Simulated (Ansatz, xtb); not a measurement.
**H3SbSi: where a starting geometry ends**

The starting geometry of this gas-phase singlet has its atoms placed at random.

```xyz
5

Sb   -0.6111   -0.6265    1.1281
Si   -0.3890    1.1800   -0.5636
H    -0.4432    0.6830   -1.8596
H     0.5627   -1.9805    0.0030
H    -0.6058   -0.7350   -1.1963
```

**Question.** One run relaxed it with r2SCAN-D4/def2-SVP. What is a likely outcome?

**Answer.** It ends as a structure given below by its coordinates. Distances that change by over a tenth: Sb1–H4 (2.12 → 1.72 Å), Si2–H3 (1.39 → 1.53 Å). Contacts that close: Sb1–H5 (2.33 → 1.84 Å).

The energy falls by 2.27 eV over 13 steps:

```tsv
step	E − E(last) (eV)
1	2.267
2	1.022
4	0.360
5	0.254
6	0.139
8	0.015
9	0.004
10	0.002
12	0.000
13	0.000
```

Final geometry (Å):

```xyz
5

Sb   -0.3482   -0.8417    0.8324
Si   -0.6664    1.1328   -0.7929
H     0.2852    0.5042   -1.8116
H     0.7311   -1.7659   -0.1429
H    -1.4881   -0.5084   -0.5734
```

From the same start GFN2-xTB reaches the same bonding as this run.

From so rough a start the end depends on the optimiser's path, so another program may land elsewhere. No frequencies were run, so the end isn't proven a minimum. Atoms past krypton carry core potentials, without spin–orbit terms. Run with Ansatz 0.2.0, 42 s on 1 thread of AMD EPYC (Zen 3), on a shared host.
